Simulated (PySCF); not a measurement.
**Polarisability and C₆ of Ge+ (germanium, charge +1)**

[Ar] 3d10 4s2 4p1, 2P determinant. All numbers are calculated (PySCF 2.14, the spin-free X2C one-electron Hamiltonian (Gaussian nucleus), in ANO-RCC-VTZP). Coupled (time-dependent) response in atomic units; α is the mean over directions. The basis has no added diffuse functions, which lowers α and C₆.

| method | mean α (bohr³) | α xx, yy, zz | C₆ (like pair) | S(−4) |
| --- | --- | --- | --- | --- |
| UHF | 16.89 | 16.24, 18.19, 16.24 | 95.17 | 105.4 |
| PBE | 15.55 | 14.47, 17.72, 14.47 | 84.91 | 88.06 |
| PBE0 | 15.83 | 14.91, 17.67, 14.91 | 87.05 | 90.41 |
| LC-wPBE | 15.79 | 14.99, 17.40, 14.99 | 86.72 | 89.80 |
| BLYP | 15.29 | 14.11, 17.65, 14.11 | 82.77 | 85.77 |

S(−4) is the Cauchy moment in α(ω) = α(0) + S(−4) ω² + …

Spin-orbit coupling is absent.

α(iu) at LC-wPBE:

```
u (hartree)  α(iu) (bohr³)
          0          15.79
     0.0500          15.57
      0.100          14.95
      0.200          12.97
      0.300          10.73
      0.500          7.129
      0.750          4.493
       1.00          3.072
       1.50          1.746
       2.00          1.179
       3.00         0.7069
       5.00         0.3938
```

For an ion, C₆ is the dispersion term alone; charge-induced terms of lower order in 1/R come first.

The components differ because the open shell of this determinant is not spherical; for a pure term their mean is the scalar polarisability.
